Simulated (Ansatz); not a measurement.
Computed with Ansatz on PBE0-D4/def2-TZVP structures; ΔE is electronic, products minus reactants. CBS: MP2 limit from def2 TZ/QZ plus the TZ coupled-cluster correction, frozen cores. This one scheme is used for every species. DFT in def2-TZVPP. Each species was taken in one conformer, which may not be the lowest.

Reaction (redistribution): `N[Si]1(O)OCS1` + `C[O][AlH2]` → `O[SiH]1OCS1` + `C[O][AlH][NH2]`

| species | r2SCAN-D4 energy (Eh) |
| --- | --- |
| `N[Si]1(O)OCS1` | -934.10733 |
| `C[O][AlH2]` | -358.75192 |
| `O[SiH]1OCS1` | -878.70879 |
| `C[O][AlH][NH2]` | -414.15916 |

**Question.** Work out ΔE.

**Answer.** ΔE = (-878.70879) + (-414.15916) − (-934.10733) − (-358.75192) = -0.00870 Eh = -22.8 kJ/mol. CCSD(T)/CBS gives -22.8 kJ/mol.

Largest T1 diagnostic among the species: 0.012.

At CCSD(T), def2-SVP lies −5.1 kJ/mol from the extrapolated value and def2-TZVPP +0.6 kJ/mol. Leaving LDA and LC-ωPBE aside and taking each functional with its dispersion term where it has one, the values, not all of them listed here, spread over 14.8 kJ/mol, from B2PLYP to B97M-V. LDA lies +6.7 kJ/mol from PBE without D4.
